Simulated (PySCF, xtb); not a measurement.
Al(CF3)(F)(OH) (CHAlF4O), SMILES [OH][Al]([F])[C](F)(F)F.

GFN2-xTB run with xtb at its own geometry gives an orbital gap of 3.94 eV and a dipole moment of 4.15 D.

Coordinates come from a PBE0-D3(BJ)/def2-SVP optimisation. One conformer was computed; it need not be the lowest.

Problem. What does ωB97X/def2-TZVP run with PySCF give? (Estimate from the structure and the level; the computed values follow.)

Solution. gap 12.89 eV (levels -11.87 and 1.02 eV), dipole 2.70 D.
